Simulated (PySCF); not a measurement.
A GIAO shielding run with PySCF 2.14 (density fitting, non-relativistic, gas phase) on SMILES FC(F)(F)[C+]1C=CCC1, [C6H6F3]+:

```
$ OMP_NUM_THREADS=1 python probes_run.py task.json out

{"job": {"kind": "nmr", "xc": "PBE0", "basis": "pcSseg-1"}, "charge": 1, "multiplicity": 1}
F      2.477436    -0.856873    -0.986296
C      2.025753     0.286925    -0.468039
F      2.311986     1.273139    -1.302133
F      2.670394     0.496694     0.681516
C      0.535332     0.178601    -0.208285
C     -0.441153     0.991454    -0.752017
C     -1.674020     0.572810    -0.270401
C     -1.529519    -0.557911     0.628262
C     -0.034860    -0.833755     0.676678
H     -0.266253     1.807873    -1.433277
H     -2.620713     1.024494    -0.525627
H     -1.966925    -0.339975     1.612725
H     -2.123453    -1.416558     0.285146
H      0.393623    -0.770306     1.687615
H      0.237958    -1.848622     0.352222
```

Hardware: 1 thread of an Arm Neoverse N1, shared host. The job also computes population analyses, field gradients, ring-centre shieldings.

(1) How large is the calculation?

(2) How long does it take, and how much memory does it need?

## Answers

(1) 68 electrons, 183 basis functions and 945 auxiliary functions.

(2) 47 s of wall time, with 14 SCF cycles and 5 response iterations; peak memory 0.82 GiB. Times on a shared host scatter by some tens of per cent.
